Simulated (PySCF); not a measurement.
# Working out the ionisation energy of Rh⁷⁺

Rh⁷⁺ [Kr] 4d2 (3F) → Rh⁸⁺ [Kr] 4d1 (2D). Computed with PySCF 2.14 in an uncontracted even-tempered set (21 s from 0.18 bohr⁻², ratio 2.5; 15 p from 0.23 bohr⁻², ratio 2.5; 11 d from 0.23 bohr⁻², ratio 2.5; 5 f from 0.98 bohr⁻², ratio 2.7; 4 g from 1.5 bohr⁻², ratio 2.7), with scalar relativity by spin-free X2C-1e. Frozen: [Ar] 3d10; the 48 highest virtual orbitals dropped. Energies in hartree (1 hartree = 27.21139 eV):

| part | Rh⁷⁺ (lower) | Rh⁸⁺ (upper) |
| --- | --- | --- |
| UHF | -4768.907263 | -4764.651416 |
| MP2 opposite-spin | -0.218073 | -0.205244 |
| MP2 same-spin | -0.070548 | -0.064081 |

**Question.** What does Hartree-Fock give?

**Answer.** (-4764.651416) − (-4768.907263) = 4.255847 hartree = 115.807 eV.

**Question.** What do MP2 and SCS-MP2 (6/5 opposite-spin, 1/3 same-spin) give?

**Answer.** The opposite-spin parts differ by 0.349 eV and the same-spin parts by 0.176 eV. MP2: 115.807 + (0.349) + (0.176) = 116.332 eV. SCS-MP2: 115.807 + 1.2 × (0.349) + (0.176)/3 = 116.284 eV.

A first-order spin-orbit estimate adds 0.095 eV to MP2 (outer shells), giving 116.427 eV against 115.1 ± 2.1 eV (theoretical estimate listed by NIST; NIST Atomic Spectra Database, ionization energies).

What remains against the reference includes basis incompleteness, the frozen core and correlation beyond second order.
